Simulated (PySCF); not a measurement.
Bond curve of SeF⁺

Set-up: Se cc-pVDZ-PP with ECP10, F cc-pVDZ; scalar-relativistic core potentials (PySCF 2.14). Energies in eV from Se⁺ + F in their ground configurations at the same level. State: ³Σ⁻ (triplet), unpaired electrons π ↑↑.

All columns are M06. A positive dipole points towards F; it is taken about the centre of mass and depends on that origin.

```json
{"R (Å)": "1.461", "E (eV)": "-1.737", "μ (D)": "-1.36", "Mulliken charge on Se (basis-dependent)": "1.08", "HOMO (eV)": "-16.10", "LUMO (eV)": "-11.86", "Mayer bond order": "1.33", "⟨S²⟩": "2.00"}
{"R (Å)": "1.529", "E (eV)": "-2.608", "μ (D)": "-1.69", "Mulliken charge on Se (basis-dependent)": "1.12", "HOMO (eV)": "-16.32", "LUMO (eV)": "-12.09", "Mayer bond order": "1.30", "⟨S²⟩": "2.00"}
{"R (Å)": "1.597", "E (eV)": "-3.079", "μ (D)": "-2.00", "Mulliken charge on Se (basis-dependent)": "1.15", "HOMO (eV)": "-16.51", "LUMO (eV)": "-12.30", "Mayer bond order": "1.28", "⟨S²⟩": "2.00"}
{"R (Å)": "1.648", "E (eV)": "-3.241", "μ (D)": "-2.22", "Mulliken charge on Se (basis-dependent)": "1.17", "HOMO (eV)": "-16.65", "LUMO (eV)": "-12.45", "Mayer bond order": "1.26", "⟨S²⟩": "2.00"}
{"R (Å)": "1.699", "E (eV)": "-3.281", "μ (D)": "-2.42", "Mulliken charge on Se (basis-dependent)": "1.18", "HOMO (eV)": "-16.77", "LUMO (eV)": "-12.59", "Mayer bond order": "1.25", "⟨S²⟩": "2.00"}
{"R (Å)": "1.750", "E (eV)": "-3.229", "μ (D)": "-2.60", "Mulliken charge on Se (basis-dependent)": "1.19", "HOMO (eV)": "-16.88", "LUMO (eV)": "-12.72", "Mayer bond order": "1.24", "⟨S²⟩": "2.00"}
{"R (Å)": "1.818", "E (eV)": "-3.054", "μ (D)": "-2.82", "Mulliken charge on Se (basis-dependent)": "1.19", "HOMO (eV)": "-17.02", "LUMO (eV)": "-12.87", "Mayer bond order": "1.23", "⟨S²⟩": "2.00"}
{"R (Å)": "1.903", "E (eV)": "-2.723", "μ (D)": "-3.07", "Mulliken charge on Se (basis-dependent)": "1.19", "HOMO (eV)": "-17.16", "LUMO (eV)": "-13.04", "Mayer bond order": "1.22", "⟨S²⟩": "2.00"}
{"R (Å)": "2.005", "E (eV)": "-2.236", "μ (D)": "-3.30", "Mulliken charge on Se (basis-dependent)": "1.19", "HOMO (eV)": "-17.29", "LUMO (eV)": "-13.21", "Mayer bond order": "1.20", "⟨S²⟩": "2.01"}
{"R (Å)": "2.141", "E (eV)": "-1.550", "μ (D)": "-3.46", "Mulliken charge on Se (basis-dependent)": "1.16", "HOMO (eV)": "-17.34", "LUMO (eV)": "-13.35", "Mayer bond order": "1.11", "⟨S²⟩": "2.07"}
```

A fit through these points gives, at Re = 1.693 Å, μ = -2.40 D and dμ/dR = -3.81 D/Å; the reduced mass is 15.35 u.

Question: How strong is the fundamental in the double-harmonic approximation, I = 42.26·(dμ/dR)²/μred km/mol?

Answer: I = 42.26·(-3.81)²/15.35 = 40.0 km/mol at M06.

Spin–orbit coupling is left out. For an ion De counts to the pair picked by the measured ionisation energies or electron affinities, which need not be the lowest pair at this level. The state was picked by a PBE0 search and need not be the measured ground state.
